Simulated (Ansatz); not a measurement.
Ansatz (a quantum-chemistry and plane-wave program) input:
A basis named .json is the Basis Set Exchange file of that set.

Ansatz 0.2 input:
```yaml
crystal:
  periodic: [false, false, false]
  atoms:
    - {symbol: P, position_ang: [-0.04451031, -0.04178901, -0.47896848]}
    - {symbol: O, position_ang: [-0.07894962, 0.02476391, 1.00249301]}
    - {symbol: H, position_ang: [1.29925152, 0.42872386, -0.83541683]}
basis:
  gaussian:
    orbitals: cc-pV_5+d_Z.json
magnetization: {spin_polarized: false}
correlation: {method: ccsd_t, electrons: outside_noble_gas}
```

Question: Predict the final energy.

Answer: -416.66599 Eh (CCSD(T)/cc-pV(5+d)Z). The basis has 246 functions.
